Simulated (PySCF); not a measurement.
Compound: C6H9O3 (doublet state).
Geometry (GFN2-xTB, Å), atoms numbered from 1 in this order:
```
atom  x, y, z in Å
C1    -3.567    0.073    0.184
C2    -2.309    0.707   -0.238
C3    -1.078   -0.114    0.143
C4     0.201    0.618   -0.175
O5     0.299    1.746   -0.538
O6     1.262   -0.233    0.046
C7     2.577    0.110   -0.184
C8     3.452   -1.035    0.241
O9     2.939    1.141   -0.650
H10   -3.579   -0.661    0.965
H11   -4.501    0.414   -0.215
H12   -2.316    0.884   -1.320
H13   -2.206    1.707    0.213
H14   -1.070   -1.075   -0.375
H15   -1.078   -0.326    1.216
H16    3.182   -1.925   -0.324
H17    4.492   -0.782    0.063
H18    3.292   -1.243    1.296
```

The hyperfine couplings belong to this conformer and change with its torsions.

Identity: `[CH2]CCC(=O)OC(C)=O` [radical].

Level of theory: PySCF, UKS B3LYP, pcH-1 on C H O, non-relativistic, mean-field spin-orbit, GIAO. Isolated species at its GFN2-xTB geometry (one conformer only). GFN2-xTB frequencies show an imaginary mode (20i cm⁻¹), so this geometry is no minimum at that level. A GFN2-xTB geometry isn't a minimum of the functional, and hyperfine couplings can be far from their values at a DFT geometry. No stability test was run, so a lower SCF solution isn't excluded.

Match the computed a_iso(13C) values +89.9, -34.8, +8.1, -0.8 MHz with the sites C1; C2; C3; C4.

| site | a_iso (MHz) | ρ(0) (bohr⁻³) | position | distance from C1 (Å) | spin population | largest \|T\| (MHz) |
| --- | --- | --- | --- | --- | --- | --- |
| C1 | +89.9 | +0.0800 | largest spin population | 0.00 | +1.08 | 162.3 |
| C2 | -34.8 | -0.0310 | 1 bond from C1 | 1.47 | -0.09 | 2.9 |
| C3 | +8.1 | +0.0072 | 2 bonds from C1 | 2.50 | +0.01 | 2.7 |
| C4 | -0.8 | -0.0007 | 3 bonds from C1 | 3.82 | 0.00 | 0.7 |

ρ(0) is the spin density at the nucleus and T the dipolar tensor; entries for several nuclei are means. The largest Mulliken spin populations are on C1 (+1.08), C2 (-0.09) and H13 (+0.06). C1 is the only atom above +0.15. The positive populations add up to 1.18 and the negative ones to -0.18, together 2S = 1. The angles at C1 add up to 359.7°, so it is planar; its axial dipolar tensor and the negative couplings of its protons fit spin in a p orbital normal to that plane.

β density exceeds α density at some nuclei, such as C2 (-0.0310) and H10/H11 (-0.0142), spin density in bohr⁻³. In a single determinant that takes different orbitals for the two spins, that is spin polarisation.

Nuclei that the bonding pattern makes equivalent are averaged, as if the motion that swaps them (rotation, inversion, ring flip) were fast. The 1H value of +115.9 MHz is a mean of couplings from 72.2 to 159.6 MHz in this one geometry, not an average over conformers.

On Arm Neoverse V2, one thread (shared host), this took 84 s of wall time (grids of density and orbitals included) and 1.0 GiB of memory at its peak.
